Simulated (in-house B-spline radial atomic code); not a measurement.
Yb²⁺. Computed with a B-spline radial atomic code. Model: non-relativistic spherical atom: semilocal Troullier-Martins pseudo-atom, one channel per l, against all electrons, high spin, G0W0 and RPA with empty states to l = 8, local potential for every l without a channel, a model core (radius 0 = none) keeps its share of the functional.

Without relativity these are model numbers for so heavy an element.

What the tables leave out is listed at the end.

The pseudopotential gives back the lowest level of each angular momentum of its own functional in the configuration it was made in; a second state of the same l is only approximately right. Exact exchange, RPA and GW see the smooth pseudo-orbitals and miss the exchange with the core, for which the functional's share stands in. The column with an uncorrelated core keeps all orbitals and exact exchange, and so separates missing core correlation from pseudisation. Only the three outermost levels and the lowest empty one were computed. RPA here is direct RPA, with no exchange kernel, and its energies carry an (l + 1/2)⁻⁴ tail. A hybrid on a potential with a model core restores only its own semilocal share of the core's exchange.

Command:
```bash
python run_psgw.py task.json out
```
Settings (lengths in bohr, energies in hartree):
```
Z                      70
electrons              68
configuration          [Xe] 4f14
generated_in           [Xe] 4f14 6s2
functional             lda,vwn
core_shells            8
radius_factor          1.15
core_correction        True
```

Time taken, with all properties: 44 s on 1 thread of Arm Neoverse N1, with other jobs on the host.

Given: made with LDA VWN5; model core radius 0.319 bohr; local radius 0.761 bohr; mean-field start LDA VWN5.

Valence shells of the generating configuration: 4d, 5s, 5p, 4f, 6s.

Channel: s 1.342, p 1.466, d 0.568, f 1.855 (radii in bohr).

Computed: largest level miss in the spin-unpolarised generating configuration 0.031 eV; valence RPA correlation energy pseudo -3.2076 hartree; all-electron RPA polarisability, core included 5.8716 bohr³; pseudo-atom RPA polarisability 5.8987 bohr³.

```csv
level,occupied,mean-field all-electron (eV),mean-field pseudo minus all (eV),G0W0 all-electron (eV),G0W0 uncorrelated core minus all (eV),G0W0 pseudo minus all (eV),exchange self-energy all-electron (eV),exchange self-energy pseudo (eV)
4f,1,-21.875,-0.125,-30.251,0.177,2.84,-75.273,-49.447
5d (empty),0,-13.974,-0.091,-9.6897,0.006,0.245,-7.7823,-6.9395
```

Problem. What is the valence RPA correlation energy all-electron orbitals?

Solution. -2.8215 hartree.

Given: mean-field start PBE0.

Computed: valence RPA correlation energy pseudo -3.0903 hartree; all-electron RPA polarisability, core included 5.2318 bohr³; pseudo-atom RPA polarisability 5.294 bohr³.

```csv
level,occupied,mean-field all-electron (eV),mean-field pseudo minus all (eV),G0W0 all-electron (eV),G0W0 uncorrelated core minus all (eV),G0W0 pseudo minus all (eV),exchange self-energy all-electron (eV),exchange self-energy pseudo (eV)
4f,1,-24.674,1.05,-30.249,0.183,3.315,-75.705,-49.639
6s (empty),0,-12.986,-0.138,-11.218,-0.014,-0.273,-2.0863,-2.1348
```

Problem. What is the valence RPA correlation energy all-electron orbitals?

Solution. -2.7042 hartree.

Among the listed levels the largest G0W0 shift of the pseudo-atom is +3.31 eV, for 4f on the PBE0 start, while leaving the core uncorrelated moves that level by +0.18 eV. So pseudisation and the lost core exchange, not the missing core correlation, make the error. Not in the tables (levels of low weight, unsolved or above zero; the highest and the empty levels are kept at any weight): on LDA the G0W0 levels 5p (pseudo minus all -1.71 eV, weights 0.56 and 0.87), 5s (pseudo minus all +5.82 eV, weights 0.04 and 0.11); on PBE0 the G0W0 levels 5p (pseudo minus all -1.42 eV, weights 0.29 and 0.83), 5s (pseudo minus all -1.98 eV, weights 0.43 and 0.28); no Hartree-Fock pseudo-atom is run with a model core.
